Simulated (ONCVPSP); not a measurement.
**Before and after: ONCV potential for platinum (Pt)**

```json
{
 "Element": "platinum (Pt)",
 "Generator": "ONCVPSP 4.0.1",
 "Type": "optimised norm-conserving Vanderbilt (ONCV)",
 "Functional": "LDA (Perdew-Wang 92)",
 "Relativity": "scalar-relativistic",
 "Frozen core": "[Kr] 4d10 4f14",
 "Valence charge": "18",
 "Reference configuration": "5s2 5p6 5d8.5 (charge +1.5)",
 "Partial waves": "5s: rc 1.55 bohr, ncon 4, nbas 9, qcut 7.8 1/bohr, 3 projectors, debl 2.7 Ha; 5p: rc 1.50 bohr, ncon 5, nbas 9, qcut 9.2 1/bohr, 2 projectors, debl 0.8 Ha; 5d: rc 1.80 bohr, ncon 4, nbas 8, qcut 8.9 1/bohr, 2 projectors, debl 3.3 Ha; f scattering state at 0.2 Ha: rc 1.40 bohr, ncon 4, nbas 9, qcut 6.9 1/bohr, 1 projector",
 "Local potential": "polynomial inside 1.40 bohr (lpopt 5, dvloc0 0 Ha)",
 "Core correction": "Teter function, fcfact 5.75, rcfact 1.3"
}
```

In the s channel the program set the typed energies aside and used -4.286, 0.050, 2.750 Ha. In the p channel the program set the typed energies aside and used -2.598, 0.250 Ha.

Change: all radii but the core radius scaled by about 1.21 (s 1.88, p 1.82, d 2.18, f 1.70 bohr); local potential polynomial inside 1.70 bohr (lpopt 5, dvloc0 0 Ha).

Cutoffs: the cutoffs (Ha) at which the residual kinetic energy of the hardest occupied pseudo-wave falls to 1 and 0.1 mHa per electron; they do not see the model core or the augmentation charge, which bear on the density cutoff. Errors are all-electron minus pseudo energies relative to the spin-unpolarised reference configuration.

**Question.** How do hardness, ghosts and transferability respond?

**Answer.** The potential gets softer (33 Ha and 39 Ha → 25 Ha and 32 Ha); of the 4 tests that both files solve, the error grows in 0 and shrinks in 2 by more than 15 % and 0.3 meV (median size 2.1 → 1.3 meV); neither file shows a bound ghost. A larger radius leaves more room for a smooth pseudo-wave, so fewer plane waves are needed.

```csv
quantity,base,changed
"cutoff, loose",33 Ha,25 Ha
"cutoff, tight",39 Ha,32 Ha
loose cutoff by channel,"s 23 Ha, p 33 Ha, d 21 Ha","s 17 Ha, p 25 Ha, d 20 Ha"
bound ghosts,none,none
GHOST(+) flags under 300 eV,none,none
"error for 5s2 5p6 5d9 6s1, meV [ΔE -18.22 eV]",+3.2,+2.6
"error for 5s2 5p6 5d9, meV [ΔE -8.68 eV]",+0.8,+0.8
"error for 5s2 5p6 5d8, meV [ΔE 11.58 eV]",-2.1,-1.9
"error for 5s2 5p6 5d8 6s1 6p1, meV [ΔE -11.62 eV]",+2.2,+0.7
"rms error of d²Exc/dni dnj with the model core, mHa",0.69,0.77
```
